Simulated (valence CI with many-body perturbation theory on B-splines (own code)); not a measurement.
The numbers below are computed, except where a source is named.
## Ladder of approximations for Ag25+

Method: configuration interaction combined with many-body perturbation theory (CI+MBPT): four valence electrons over a frozen Dirac-Fock core [Ar], radial functions for each j: 9 s, 9 p, 10 d, 8 f, 5 g, 3 h, 1 i, with the one-electron correlation potential Σ1 (screened to all orders), the two-electron term Σ2, the three-electron term Σ3, Breit, model QED; selected single and double excitations, second order for the rest (own B-spline code, finite nucleus).

No measured spectrum was set against this ion. As an estimate, terms of the open shell hold to 2 to 4 % of their energy, and close levels can change places. Core correlation moves these levels by up to 9400 cm⁻¹, and in measured spectra 5 to 20 % of such shifts remained as error; rates that hang on mixing are uncertain with them. Only levels of the ground parity were solved; by the run's estimate the other parity begins above the list, which can be wrong where configurations are misplaced.

Each rung adds one term. CI alone is the Dirac-Coulomb CI over the frozen core; QED comes last and gives the full result, which names the levels. Energies are above 3d4 5D_0 on the same rung, in cm⁻¹.

Names give the largest LS component (configuration and term), which can be under half, so a name can repeat, a term be missing and a line seem to break the LS rules; names also repeat where a configuration has a term twice. Letters in brackets count levels of one name in rising energy.

| Level | CI alone | Σ1 | Σ2 | Σ3 | Breit | QED | Full |
| --- | --- | --- | --- | --- | --- | --- | --- |
| 3d4 5D_1 | 27589 | +448 | +1328 | +397 | -1977 | +154 | 27939 |
| 3d4 5D_2 | 50550 | +709 | +1780 | +421 | -3595 | +238 | 50102 |
| 3d4 5D_3 | 67632 | +823 | +1774 | +320 | -4673 | +272 | 66148 |
| 3d4 5D_4 | 77291 | +742 | +1480 | -30 | -5324 | +238 | 74397 |
| 3d4 3P_0 [a] | 109336 | +832 | +67 | -618 | -2758 | +256 | 107115 |
| 3d4 3H_4 | 118019 | +833 | +1978 | -466 | -4998 | +250 | 115616 |
| 3d4 3G_3 | 140341 | +854 | -52 | -465 | -3941 | +247 | 136983 |
| 3d4 3F_2 [a] | 144396 | +830 | -985 | +186 | -3469 | +238 | 141195 |
| 3d4 3H_5 | 147461 | +1019 | +2197 | -237 | -6727 | +303 | 144015 |
| 3d4 3P_1 [a] | 149183 | +1066 | -747 | +491 | -4130 | +320 | 146183 |
| 3d4 3H_6 | 159629 | +1078 | +2946 | -376 | -8545 | +320 | 155052 |
| 3d4 3G_4 | 175204 | +1182 | +657 | -870 | -6539 | +339 | 169972 |
| 3d4 3D_2 | 182029 | +1134 | -2478 | +104 | -5338 | +327 | 175779 |
| 3d4 3F_4 [a] | 186384 | +1342 | +1069 | -778 | -6895 | +416 | 181538 |
| 3d4 3F_3 [a] | 191306 | +1103 | -2828 | -456 | -5276 | +304 | 184153 |
| 3d4 3F_3 [b] | 204950 | +1412 | -218 | -680 | -6032 | +434 | 199866 |
| 3d4 3P_2 [a] | 215191 | +1340 | -1169 | +301 | -5616 | +397 | 210444 |
| 3d4 3G_5 | 217688 | +1599 | +1635 | -503 | -9056 | +486 | 211851 |
| 3d4 3D_1 | 228863 | +1493 | -2402 | -1182 | -5486 | +442 | 221727 |
| 3d4 1I_6 | 226834 | +1574 | +3732 | -730 | -9881 | +469 | 221999 |
| 3d4 1S_0 [a] | 257907 | +1617 | -2219 | -4007 | -6390 | +478 | 247386 |
| 3d4 1G_4 [a] | 256596 | +1582 | -1333 | -938 | -7144 | +456 | 249219 |
| 3d4 3P_2 [b] | 263086 | +1528 | -3915 | +1153 | -5840 | +428 | 256440 |
| 3d4 1F_3 | 275816 | +1571 | -3474 | -168 | -7029 | +444 | 267160 |
| 3d4 3P_2 [c] | 291945 | +1388 | -4872 | +231 | -5070 | +373 | 283994 |
| 3d4 3F_4 [b] | 308893 | +1766 | -472 | -812 | -7501 | +507 | 302380 |
| 3d4 3F_2 [b] | 325238 | +1870 | -3913 | +718 | -7117 | +529 | 317325 |
| 3d4 3F_3 [c] | 326553 | +1744 | -3799 | +173 | -6737 | +482 | 318416 |
| 3d4 3P_1 [b] | 331524 | +1729 | -5951 | +803 | -5402 | +475 | 323179 |
| 3d4 3P_0 [b] | 348627 | +1798 | -6497 | -57 | -5425 | +486 | 338931 |
| 3d4 1G_4 [b] | 348017 | +1738 | -3825 | +414 | -7510 | +468 | 339301 |

The middle columns are the shifts that each term adds.

Problem. How does the ionisation energy move along the ladder, and which term matters most?

Solution. CI alone 1298.7, + Σ1 1301.1, + Σ2 1308.6, + Σ3 1308.6, + Breit 1308.0, + QED 1308.0 eV. The largest step is Σ2, 7.4 eV. NIST lists 1308 ± 4 eV (theoretical).
